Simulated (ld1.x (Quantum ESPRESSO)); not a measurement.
**molybdenum: excitation energies, all-electron against TM**

- Element: Mo (Z = 42)
- Generator: ld1.x (Quantum ESPRESSO) 7.5
- Type: norm-conserving Troullier–Martins (Kleinman–Bylander form)
- Functional: BLYP
- Relativity: scalar-relativistic
- Frozen core: [Kr]
- Valence charge: 6
- Reference configuration: 4d5 5s1 5p0
- Partial waves: 5s (bound): rc 3.10 bohr; 5p (bound, empty): rc 4.20 bohr; 4d (bound): rc 1.30 bohr
- Local potential: the d channel
- Core correction: Bessel-smoothed model core, default radius (core density twice the valence density)

Energies are relative to the spin-unpolarised reference configuration 4d5 5s1 5p0; without spin polarisation the order of configurations can differ from experiment.

**Question.** Give the all-electron excitation energy and the error of the potential for: 4d5 5s0 5p0; 4d4 5s0 5p0; 4d3 5s0 5p0; 4d5 5s0.5 5p0; 4d6 5s0 5p0; 4d4 5s1 5p0; 4d5.5 5s0.5 5p0.

**Answer.**

```csv
valence configuration,charge,ΔE all-electron (eV),error AE − PS (meV)
4d5 5s0 5p0,+1,6.935,-13
4d4 5s0 5p0,+2,22.338,-50
4d3 5s0 5p0,+3,48.994,-369
4d5 5s0.5 5p0,+0.5,2.728,-3.1
4d6 5s0 5p0,0,0.847,-37
4d4 5s1 5p0,+1,7.938,-36
4d5.5 5s0.5 5p0,0,0.323,-11
```

These tests converged, but a pseudo level misses the all-electron one widely, so the file describes the atom poorly there or has found another state: 4d3 5s0 5p0: empty 5s by 3.3 eV (a node warning on the way).

Note: ghost states, extra bound levels that the all-electron valence spectrum of the same l lacks: s at -99.8 eV, p at -26.9 eV. A true bound ghost makes a file unfit for plane-wave use.
